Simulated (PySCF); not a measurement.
# One molecule, several mistakes: AlB2ClH3 cation

All numbers below are calculated, not measured. The program is PySCF 2.14.0, an open-source quantum chemistry code, run on an isolated molecule that a program drew, which may never have been made. The molecule is AlB2ClH3 cation (charge +1, singlet), drawn as the SMILES string `[BH+][B]([AlH2])Cl`.

Each row is a Hartree-Fock (HF) and frozen-core CCSD(T) single point in the cc-pV(D+d)Z basis, meant for a local HF minimum. Run 1 is clean. Each other run has one planted mistake out of seven kinds, and not every kind appears here: one electron removed, one electron added, multiplicity raised by two, geometry at a saddle point, minimal basis STO-3G, one bond length entered in bohr, all coordinates scaled. The reference is restricted for singlets and unrestricted otherwise, and also for a bond in bohr. Adding or removing an electron swaps singlet and doublet. Electrons count all cores. HOMO and LUMO are orbital energies over both spins, the gradient is its largest component, and the lowest frequency (negative if imaginary) is given only where the gradient is small. Bond lengths are over the 6 bonds as drawn. T1 is the CCSD diagnostic: over 0.02 (restricted) or 0.045 (unrestricted) a single reference is doubtful.

Geometry of the clean run:
```xyz
7
AlB2ClH3 cation, angstrom
B     0.6439    3.1548    1.0200
B     0.5381    1.6495    0.2620
Al    0.5968    1.4831   -1.9698
Cl    0.3811    0.1799    1.1566
H     0.7321    4.2892    1.3331
H    -0.8100    1.5365   -2.6482
H     2.0329    1.2891   -2.5549
```

```
run  electrons  basis functions  <S^2>  HOMO (eV)  LUMO (eV)  gradient (hartree/bohr)  lowest frequency (cm^-1)  mean bond (Å)  longest bond (Å)      T1  HF (hartree)  CCSD(T) (hartree)                     mistake
  1         42               89  0.000     -14.84      -6.18                  5.1e-06                        64         1.6601             2.239  0.0256    -752.20583         -752.60220                    no fault
  2         42               89  2.026     -14.12      -6.70                  6.8e-02                         -         1.6601             2.239  0.0263    -752.18163         -752.56954  multiplicity raised by two
  3         42               89  0.000     -14.92      -6.22                  6.5e-02                         -         1.5638             2.109  0.0244    -752.18456         -752.58115      all coordinates scaled
  4         41               89  0.778     -21.01     -12.85                  6.3e-02                         -         1.6601             2.239  0.0314    -751.69861         -752.07659        one electron removed
  5         43               89  0.761      -8.29       0.60                  5.8e-02                         -         1.6601             2.239  0.0220    -752.47077         -752.87725          one electron added
  6         42               89  1.020     -12.01      -6.06                  3.9e-02                         -         1.9921             4.231  0.0304    -752.13464         -752.51524                           ?
```

**Which mistake was planted in run 6, and what did it cost?**

The mean bond changes by a factor of 1.200 and the longest by 1.890, so the molecule wasn't scaled as a whole. A length L in bohr read as angstrom grows by (1/0.5292 - 1) L = 0.890 L. The 6 bonds together grew by 6 x 0.3320 = 1.992 Å, which gives L = 2.239 Å. That is bond B2-Al3, 2.239 Å in the clean geometry. So the mistake is: one bond length entered in bohr. Subtracting run 1 and multiplying by 627.51 kcal/mol a hartree, the energy moved by 44.7 kcal/mol in HF and 54.6 kcal/mol in CCSD(T).

Cautions from the logs. Run 1: T1 is over the limit, so its CCSD(T) energy is less reliable; run 3: T1 is over the limit, so its CCSD(T) energy is less reliable.
